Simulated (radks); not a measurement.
Ba53+, 3 electrons, occupied as [He] 2s1.

Method: non-relativistic Kohn-Sham, LDA (Slater exchange, Perdew-Wang correlation), spin-unpolarised, spherical densities, point nucleus; relativity is left out, which matters for an element this heavy; without spin polarisation the odd electron is poorly described; computed with a radial shooting solver on a logarithmic mesh with Libxc functionals.

Energy parts (hartree):
| part | energy |
|---|---|
| total | -3465.6066 |
| kinetic | 3465.2803 |
| electron-nucleus | -6992.8693 |
| Hartree | 96.5354 |
| exchange-correlation | -34.5529 |

Orbitals (lengths in bohr, moments of r in powers of bohr; <r^-3> diverges for s and p1/2; r(max) is where P^2 peaks; r(90%) holds 90 % of the orbital's charge):
orbital,occ.,eigenvalue (hartree),r(90%),r(max),<r^-3>
1s,2,-1507.343,0.0480,0.01795,-
2s,1,-365.7935,0.167,0.09539,-

The highest occupied level is 2s at -9953.7 eV. For comparison, the ionisation energy in NIST's Atomic Spectra Database is 10616.4 eV (theoretical). In exact Kohn-Sham theory the highest level is minus the ionisation energy, but local and semilocal functionals leave it too shallow, through self-interaction and a potential that decays too fast; potentials with the right tail come closer.
